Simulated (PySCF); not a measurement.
**Polarisability and C₆ of Fe (iron, neutral)**

[Ar] 3d6 4s2, high-spin 5D determinant. All numbers are calculated (PySCF 2.14, scalar relativity by spin-free X2C-1e, in x2c-TZVPPall with one added diffuse shell each of s, p, d, f type (7s6p5d3f1g, 80 functions)). Coupled (time-dependent) response in atomic units; α is the mean over directions.

```tsv
method	mean α (bohr³)	α xx, yy, zz	C₆ (like pair)	S(−4)
TPSSh	65.26	64.08, 64.08, 67.61	597.2	2427
wB97X-V	63.21	62.09, 62.09, 65.45	574.0	2069
```

S(−4) is the Cauchy moment in α(ω) = α(0) + S(−4) ω² + …

Reference α: 62 ± 4 bohr³ (recommended; Schwerdtfeger and Nagle, table of static dipole polarizabilities (2023 update)). Published C₆: 482.0 (Chu and Dalgarno (2004); Tang, Norbeck and Certain (1976)).

α(iu) at TPSSh:

```csv
u (hartree),α(iu) (bohr³)
0,65.26
0.0500,59.88
0.100,48.80
0.200,29.64
0.300,18.97
0.500,9.838
0.750,5.729
1.00,3.909
1.50,2.285
2.00,1.559
3.00,0.8933
5.00,0.4163
```

A single London oscillator, α(iu) = α/(1 + u²/ω²), gives C₆ = (3/4) ω α². Matching the computed C₆ needs ω = 4 × 597.2 / (3 × 65.26²) = 0.187 hartree.

The components differ because the open shell of this determinant is not spherical; for a pure term their mean is the scalar polarisability.
